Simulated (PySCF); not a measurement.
B(H)(PH2)2 (BH5P2), SMILES PBP.

Geometry optimised at B3LYP-D3(BJ)/def2-TZVP. Other conformers were not sampled.

Calculation: B3LYP-D3(BJ)/def2-TZVP in PySCF.

Frequencies are harmonic and unscaled.

```
mode  ν (cm⁻¹)  IR (km/mol)  moving atoms (share of kinetic energy)
----  --------  -----------  --------------------------------------
1          188          0.5                  P 64 %, B 20 %, H 16 %
2          215          2.2                                  H 96 %
3          266          0.1                          H 74 %, B 23 %
4          478         54.7                          H 81 %, P 15 %
5          509          8.1                  P 41 %, H 33 %, B 26 %
6          602          4.6                                  H 87 %
7          663          7.7                                  H 98 %
8          789          0.4                          H 67 %, B 28 %
9          811         24.0                  H 47 %, B 42 %, P 11 %
10         859         11.1                          H 71 %, B 24 %
11        1043        124.5                          H 69 %, B 29 %
12        1109         19.6                           H 86 %, B 9 %
13        1130         11.6                                  H 96 %
14        2417         21.7                                  H 97 %
15        2422         30.8                                  H 97 %
16        2436         23.2                                  H 97 %
17        2437         41.2                                  H 96 %
18        2629         69.1                           H 91 %, B 9 %
```
